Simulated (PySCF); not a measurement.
SMILES [GeH3][CH2][SiH2]c1cccs1, singlet at its GFN2-xTB optimised geometry (Å):

```
18

Ge    -1.7730    -3.3098    -0.0039
C     -0.5685    -1.7658    -0.0106
Si    -1.5454    -0.1397     0.0011
C     -0.3207     1.2766     0.0000
C      1.0436     1.2766     0.0000
C      1.6151     2.5665     0.0000
C      0.6748     3.5456     0.0000
S     -0.9191     2.9042     0.0001
H     -2.6743    -3.3098    -1.1958
H     -1.0206    -4.6082    -0.0189
H     -2.6455    -3.3212     1.2092
H      0.0698    -1.8161    -0.8919
H      0.0845    -1.8204     0.8594
H     -2.3826    -0.0487     1.2055
H     -2.3953    -0.0398    -1.1937
H      1.6260     0.3719    -0.0001
H      2.6743     2.7543     0.0000
H      0.8165     4.6082     0.0000
```

Calculation: PySCF with PBE0/def2-SVP. Cells within 0.4 Å of a nucleus heavier than hydrogen are left out (blank, or x).

Map of the Laplacian of the electron density (e/bohr⁵), clipped to [-1.50, 1.50] on the plane z = 0.0 Å:

```
|55555555555555555555555555555|
|55555555555555555555555555555|
|55555555555555555555555555555|
|55555555555555555555555555555|
|55555555555555555555555555555|
|55555555555555531555555555555|
|55555555555555523555555555555|
|555555555554744xx555555555555|
|555555555556x9452343555555555|
|55555555555498555xx2555555555|
|55555555555543554255555555555|
|5555555555555xx3x355555555555|
|5555555555554x63x255555555555|
|55555555555944555045555555555|
|55555555559x95555555555555555|
|55555555559x85555555555555555|
|55555555555444555555555555555|
|5555555555553x555555555555555|
|5555555555553x555555555555555|
|55555555556645555555555555555|
|5555555558x965555555555555555|
|5555555559xx75555555555555555|
|55555555559945555555555555555|
|55555555555405555555555555555|
|55555555555545555555555555555|
|55555555555555555555555555555|
|55555555555555555555555555555|
|55555555555555555555555555555|
|55555555555555555555555555555|
```
Scale: ten equal steps from -1.50 (start of '0') to 1.50 (end of '9'), in the order '0123456789'; x runs from -7.00 to 7.00, y from -7.00 (bottom) to 7.00 (top).
